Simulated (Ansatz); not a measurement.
Ansatz (a quantum-chemistry and plane-wave program) input (PBE0/def2-SVP):

Ansatz 0.2 input:
```yaml
crystal:
  periodic: [false, false, false]
  atoms:
    - {symbol: Si, position_ang: [-0.05957668, -0.01305396, 0.55934874]}
    - {symbol: F, position_ang: [-0.67071463, 1.27490398, -0.33516585]}
    - {symbol: F, position_ang: [1.47255433, -0.01913158, -0.13708450]}
    - {symbol: F, position_ang: [-0.70916487, -1.23546624, -0.39784769]}
basis:
  gaussian:
    orbitals: def2-SVP
hamiltonian:
  xc: {name: PBE0}
total_charge: -1
```

End of the output:

```
integrals: 0.01 GiB planned
553 factors; integrals over basis functions are off by at most 4.6e-4 eV
0.10 GiB of the device are held for the grids
0.31 GiB of device memory are held for the factors and their scratch space
mean field: 0.13 GiB planned
mean field evaluation 1: about -16013.1574 eV, gradient 1.0e1 eV
mean field evaluation 2: about -16013.3128 eV, gradient 5.6e0 eV
mean field evaluation 4: about -16013.3644 eV, gradient 1.9e-1 eV
mean field evaluation 8: about -16013.3859 eV, gradient 6.7e-3 eV
mean field -16013.38586780 eV, -588.4810763789 hartree, gradient 7.4e-5 eV, S^2 0.000000; 0 other end points of the search recorded, 0 dependent functions left out
reference -16013.38588716 eV, -588.4810770903 hartree; 21, 21 occupied and 39, 39 virtual orbitals, 553 factors
Total energy: -16013.38588716 eV, -588.4810770903 hartree
```

It need not be the lowest isomer of its formula. Whether it binds its extra electron was not tested at this geometry.
